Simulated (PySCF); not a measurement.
# Computed records: B$_{2}$GeH$_{3}$O, BGeH$_{6}$N$_{2}$, AlBClGeH$_{3}$, AlBGeH$_{4}$O

Calculation on a computer-drawn molecule: optimised geometry and harmonic frequencies of an isolated molecule of the commonest isotopes, restricted reference for singlets and unrestricted otherwise, frozen core in MP2; on germanium a core potential holds 10 electrons, which the energies leave out, and 3d is frozen in MP2 and coupled-cluster steps. Program: PySCF 2.14.0.

Common to all runs: charge 0; basis and core potential on germanium cc-pVDZ-PP ECP10MDF.

```yaml
- entry: 1
  formula: B2GeH3O
  start_structure:
    atoms_angstrom:
      - [B, 0.1661, 0.3221, 0.005]
      - [Ge, -1.0423, 1.0843, 1.4096]
      - [B, -0.4618, 2.3735, 2.8515]
      - [O, -0.2477, 3.1907, 3.6426]
      - [H, 1.2045, 0.6983, -0.1229]
      - [H, -0.3138, -0.4721, -0.7595]
      - [H, -2.457, 0.7289, 1.6562]
  given:
    multiplicity: 2
    method: HF
    basis: cc-pVDZ
    drawn_bonds_atom: [1, 2, 3, 1, 1, 2]
    drawn_bonds_other_atom: [2, 3, 4, 5, 6, 7]
    drawn_bonds_order: [1, 1, 2, 1, 1, 1]
  results:
    optimised_atom_element: [B, Ge, B, O, H, H, H]
    "optimised_atom_x [angstrom]": [0.1294, -1.086, -0.4867, -0.1281, 1.257, -0.2959, -2.542]
    "optimised_atom_y [angstrom]": [0.3385, 1.048, 2.411, 3.205, 0.7262, -0.4591, 0.6553]
    "optimised_atom_z [angstrom]": [-0.003623, 1.434, 2.827, 3.633, -0.0541, -0.7837, 1.63]
    "modes_frequency [cm^-1]": [84.84, 117.1, 317.2, 373.1, 396.9, 436.6, 609.2, 671.5, 814.2, 910.9, 1241, 2123, 2271, 2712, 2818]
    "modes_reduced_mass [dalton]": [1.172, 3.786, 2.178, 4.733, 1.627, 15.72, 4.618, 1.262, 1.141, 1.261, 1.143, 12.34, 1.021, 1.048, 1.132]
    "rotational_constants [GHz]": [15.78, 2.419, 2.097]
    "total_energy [hartree]": -419.3692
    spin_squared: 0.762
    "convergence_status_largest_gradient_component [hartree/bohr]": 2.977e-05
- entry: 2
  formula: B2GeH3O
  start_structure:
    atoms_angstrom:
      - [B, 0.1294, 0.3385, -0.0036]
      - [Ge, -1.0863, 1.0483, 1.4343]
      - [B, -0.4867, 2.4113, 2.8268]
      - [O, -0.1281, 3.2053, 3.6332]
      - [H, 1.2573, 0.7262, -0.0541]
      - [H, -0.2959, -0.4591, -0.7837]
      - [H, -2.5417, 0.6553, 1.6296]
  given:
    multiplicity: 2
    method: MP2
    basis: cc-pVDZ
    drawn_bonds_atom: [1, 2, 3, 1, 1, 2]
    drawn_bonds_other_atom: [2, 3, 4, 5, 6, 7]
    drawn_bonds_order: [1, 1, 2, 1, 1, 1]
  results:
    optimised_atom_element: [B, Ge, B, O, H, H, H]
    "optimised_atom_x [angstrom]": [0.1277, -1.077, -0.4909, -0.126, 1.263, -0.3075, -2.541]
    "optimised_atom_y [angstrom]": [0.3368, 1.046, 2.406, 3.223, 0.7278, -0.4661, 0.6517]
    "optimised_atom_z [angstrom]": [-0.004886, 1.427, 2.822, 3.654, -0.05463, -0.7871, 1.625]
    "modes_frequency [cm^-1]": [110.0, 182.9, 318.8, 337.0, 396.5, 429.3, 619.5, 637.8, 775.1, 858.4, 1179, 1916, 2216, 2650, 2762]
    "modes_reduced_mass [dalton]": [3.78, 1.193, 5.372, 4.996, 1.109, 15.68, 3.908, 1.291, 1.143, 1.264, 1.155, 12.37, 1.021, 1.048, 1.132]
    "rotational_constants [GHz]": [16.02, 2.387, 2.078]
    "total_energy [hartree]": -419.7873
    spin_squared: 0.7624
    "convergence_status_largest_gradient_component [hartree/bohr]": 2.417e-05
- entry: 3
  formula: BGeH6N2
  start_structure:
    atoms_angstrom:
      - [B, -1.2967, -2.5633, -1.5188]
      - [Ge, -1.3895, -1.4041, 0.1021]
      - ["N", -1.2106, 0.3605, 0.1316]
      - ["N", -2.6019, -1.7316, 1.432]
      - [H, -1.585, -3.7095, -1.3933]
      - [H, -0.6027, -2.2202, -2.3537]
      - [H, -0.5322, 0.757, -0.4438]
      - [H, -1.3956, 0.9559, 0.9805]
      - [H, -2.8463, -2.6203, 1.7586]
      - [H, -2.6515, -1.0865, 2.2429]
  given:
    multiplicity: 2
    method: HF
    basis: cc-pVDZ
    drawn_bonds_atom: [1, 2, 2, 1, 1, 3, 3, 4, 4]
    drawn_bonds_other_atom: [2, 3, 4, 5, 6, 7, 8, 9, 10]
    drawn_bonds_order: [1, 1, 1, 1, 1, 1, 1, 1, 1]
  results:
    optimised_atom_element: [B, Ge, "N", "N", H, H, H, H, H, H]
    "optimised_atom_x [angstrom]": [-1.199, -1.646, -1.23, -2.637, -1.586, -0.5549, -0.545, -1.275, -2.852, -2.586]
    "optimised_atom_y [angstrom]": [-2.592, -1.357, 0.3885, -1.7, -3.722, -2.17, 0.7733, 0.8902, -2.651, -1.123]
    "optimised_atom_z [angstrom]": [-1.441, 0.009913, 0.1241, 1.472, -1.354, -2.358, -0.4967, 0.9898, 1.703, 2.289]
    "modes_frequency [cm^-1]": [109.3, 153.3, 166.8, 246.1, 260.8, 286.8, 356.7, 381.6, 647.9, 657.5, 681.3, 758.7, 767.3, 849.1, 938.1, 1197, 1670, 1692, 2670, 2773, 3780, 3782, 3887, 3891]
    "modes_reduced_mass [dalton]": [1.101, 5.122, 2.513, 2.274, 1.212, 1.355, 1.097, 1.044, 3.443, 1.322, 1.233, 4.939, 4.741, 1.224, 1.281, 1.141, 1.117, 1.106, 1.045, 1.133, 1.049, 1.049, 1.098, 1.098]
    "rotational_constants [GHz]": [6.797, 5.193, 2.95]
    "total_energy [hartree]": -430.4376
    spin_squared: 0.7567
    "convergence_status_largest_gradient_component [hartree/bohr]": 3.519e-05
- entry: 4
  formula: AlBClGeH3
  start_structure:
    atoms_angstrom:
      - [B, -0.9681, 1.3403, -0.6675]
      - [Ge, 0.4198, 1.2795, -2.1119]
      - [Al, 0.8576, 0.2883, 0.1514]
      - [Cl, 0.9357, -1.7006, -0.2699]
      - [H, -1.2478, 2.3553, -0.0936]
      - [H, -1.7833, 0.4907, -0.5054]
      - [H, 1.5744, 0.6574, 1.4489]
  given:
    multiplicity: 1
    method: HF
    basis: "cc-pV(D+d)Z"
    drawn_bonds_atom: [1, 2, 3, 1, 1, 3]
    drawn_bonds_other_atom: [2, 3, 4, 5, 6, 7]
    drawn_bonds_order: [1, 1, 1, 1, 1, 1]
  results:
    optimised_atom_element: [B, Ge, Al, Cl, H, H, H]
    "optimised_atom_x [angstrom]": [-1.342, 0.4228, 1.295, 1.098, -1.564, -2.21, 2.089]
    "optimised_atom_y [angstrom]": [1.528, 1.392, 0.0561, -2.058, 2.464, 0.7127, 0.6165]
    "optimised_atom_z [angstrom]": [-0.7984, -1.795, 0.1615, 0.02323, -0.07706, -0.9611, 1.399]
    "modes_frequency [cm^-1]": [66.2, 85.11, 103.9, 287.1, 396.7, 440.8, 447.4, 519.0, 554.5, 660.4, 906.2, 1212, 2008, 2649, 2735]
    "modes_reduced_mass [dalton]": [3.834, 13.67, 3.854, 8.326, 1.178, 1.146, 1.184, 10.37, 4.222, 1.133, 1.325, 1.151, 1.043, 1.051, 1.122]
    "rotational_constants [GHz]": [5.692, 1.097, 1.068]
    "total_energy [hartree]": -1021.2652
    "convergence_status_largest_gradient_component [hartree/bohr]": 2.783e-05
- entry: 5
  formula: AlBGeH4O
  start_structure:
    atoms_angstrom:
      - [B, 0.4628, -0.5456, -0.4269]
      - [Ge, -0.3626, -1.1171, 1.2584]
      - [Al, -1.54, 0.4277, -0.2072]
      - [O, -2.8118, -0.5148, -0.7852]
      - [H, 1.358, 0.2156, -0.521]
      - [H, 0.2287, -1.1507, -1.4938]
      - [H, -1.8115, 1.9453, -0.3429]
      - [H, -3.5941, -0.955, -1.2037]
  given:
    multiplicity: 1
    method: HF
    basis: "cc-pV(D+d)Z"
    drawn_bonds_atom: [1, 2, 3, 1, 1, 3, 4]
    drawn_bonds_other_atom: [2, 3, 4, 5, 6, 7, 8]
    drawn_bonds_order: [1, 1, 1, 1, 1, 1, 1]
  results:
    optimised_atom_element: [B, Ge, Al, O, H, H, H, H]
    "optimised_atom_x [angstrom]": [0.8986, -0.2169, -2.013, -3.131, 1.651, 0.8681, -2.215, -3.913]
    "optimised_atom_y [angstrom]": [-0.7479, -0.7902, 0.3936, -0.624, 0.1666, -1.657, 1.964, -0.3997]
    "optimised_atom_z [angstrom]": [-0.4703, 1.22, -0.1198, -0.8827, -0.6887, -1.258, -0.163, -1.36]
    "modes_frequency [cm^-1]": [74.65, 101.9, 122.5, 290.9, 347.8, 394.0, 447.8, 496.4, 551.0, 563.9, 712.2, 877.7, 906.9, 1213, 1965, 2642, 2724, 4214]
    "modes_reduced_mass [dalton]": [3.691, 3.601, 5.9, 6.824, 1.089, 1.191, 1.093, 1.258, 1.336, 2.473, 1.312, 5.436, 1.336, 1.155, 1.043, 1.052, 1.122, 1.068]
    "rotational_constants [GHz]": [6.755, 1.755, 1.61]
    "total_energy [hartree]": -637.1887
    "convergence_status_largest_gradient_component [hartree/bohr]": 1.91e-05
```
